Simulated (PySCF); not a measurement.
Si(CCH)(H)(Me)2 (C4H8Si), SMILES C#C[SiH](C)C.

The structure is a stationary point at B3LYP-D3(BJ)/def2-SVP.

Vertical ionisation energy (IE) and electron affinity (EA) in eV. Rows of orbital energies are one-electron estimates. Where ΔSCF, EOM or ADC give a negative EA the extra electron is unbound and the value depends on the basis.

```tsv
level	IE	EA
−ε(HOMO), −ε(LUMO), PBE0/def2-TZVP (PySCF)	7.95	-0.16
−ε(HOMO), −ε(LUMO), PBE/def2-TZVP (PySCF)	6.74	0.78
```
